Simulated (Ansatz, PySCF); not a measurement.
System: bromo(trichloro)silane, sum formula SiBrCl$_{3}$ (charge 0, singlet). SMILES: [Si](Br)(Cl)(Cl)Cl
Coordinates optimised at B3LYP-D3(BJ)/def2-TZVP (Ansatz, a first-principles code):
```
Si
Cl 1 2.0344
Cl 1 2.0344 2 109.27
Cl 1 2.0344 2 109.27 3 119.52
Br 1 2.2022 2 109.67 4 120.24
```

Wanted: atomisation energy (electronic, to ground-state atoms), in eV. Cores are frozen in the correlated levels unless marked. Open shells are spin-unrestricted. Spin-orbit coupling is left out. The frozen core is the preceding noble-gas configuration, with the filled d and f shells of earlier blocks. Non-relativistic. The coupled-cluster limit lacks core correlation, which all-electron functionals hold. Basis-set limits of correlation are two-point, X^-3; Hartree-Fock from the larger set. [CCSD(T)-MP2]/basis is that difference in the basis named.

```csv
level,program,atomisation energy (eV),minus last row,rough core time
HF/6-31G,Ansatz,6.62,-9.47,-
HF-D4/def2-TZVPD,PySCF + dftd4,12.53,-3.56,-
PBE/def2-TZVPD,Ansatz,16.14,0.05,under 20 s
PBE-D3(BJ)/def2-TZVPD,Ansatz + dftd3,16.38,0.29,under 20 s
r2SCAN/def2-TZVPD,Ansatz,16.31,0.22,21 s
PBE0-D3(BJ)/def2-TZVP,Ansatz + dftd3,16.21,0.12,under 20 s
r2SCANh-D4/def2-TZVPD,Ansatz + dftd4,16.24,0.15,30 s
r2SCANh/def2-TZVPD,Ansatz,16.17,0.08,30 s
HSE06-D4/def2-TZVPD,Ansatz + dftd4,16.22,0.13,25 s
LC-wPBE/def2-TZVPD,Ansatz,15.69,-0.40,under 20 s
B2GP-PLYP-D3(BJ)/def2-TZVPD,Ansatz + dftd3,15.95,-0.14,20 s
B2PLYP/def2-TZVPD,Ansatz,15.53,-0.56,25 s
MP2/STO-3G,Ansatz,14.33,-1.76,-
RI-MP2/def2-TZVPP,Ansatz,16.34,0.25,under 20 s
RI-MP2/def2-QZVPP,Ansatz,16.77,0.68,under 20 s
SCS-MP2/6-31G*,Ansatz,14.10,-1.99,-
CCSD(T)/6-31G,Ansatz,9.13,-6.96,under 20 s
CCSD(T)/def2-SVP,Ansatz,14.24,-1.85,under 20 s
CCSD(T)/def2-TZVPP,Ansatz,15.37,-0.72,-
CCSD(T)/def2-TZVPPD,Ansatz,15.42,-0.67,2.4 min
"RI-MP2/CBS(def2-TZVPPD,def2-QZVPPD)+[CCSD(T)-MP2]/def2-TZVPPD",Ansatz,16.09,0.00,3 min
```

Core times are rough, on shared machines, summed over the molecules involved; a dash marks a level read off another run, or run on other hardware, by another program or under a memory cap.
